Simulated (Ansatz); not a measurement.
Compare A (`[SiH3]C1B[SiH2][SiH2]1`) with its isomer B (`[SiH3][SiH2]B1C[SiH2]1`).

Isolated molecules relaxed with PBE0-D4/def2-TZVP in Ansatz; ΔE leaves out vibrations. CCSD(T)/CBS is the MP2 limit (def2-TZVPP, def2-QZVPP) plus CCSD(T) − MP2 in def2-TZVPP, frozen cores. DFT in def2-TZVPP. B3LYP here is the variant with VWN-RPA as its local correlation; programs differ in this. Each species was taken in one conformer, which may not be the lowest.

Question: Which is lower in electronic energy at CCSD(T)/CBS, and by how much? (Estimate.)

Answer: Computed: A, by 26.3 kcal/mol.

Question: Give E(B) − E(A) in kcal/mol with CCSD(T)/def2-TZVPP, CCSD/def2-TZVPP, HF/def2-TZVPP, B3LYP, B2PLYP, ωB97M-V, PBE0-D4. (An estimate is asked.)

Answer: The calculation gave: CCSD(T)/def2-TZVPP 25.8, CCSD/def2-TZVPP 25.6, HF/def2-TZVPP 23.7, B3LYP 21.0, B2PLYP 23.8, ωB97M-V 27.0, PBE0-D4 26.0. None reverses the order clearly.

Largest T1 diagnostic: 0.015.

The D4 term adds +2.9 kcal/mol with B3LYP and +1.5 kcal/mol with PBE0; it sums over pairs of atoms, weighted by their polarisabilities, and B3LYP, whose exchange is more repulsive, gets the larger term. In def2-TZVPP, CCSD(T) changes the Hartree–Fock value by +2.1 kcal/mol (the triples alone add +0.2 kcal/mol) and MP2 by +4.5 kcal/mol.
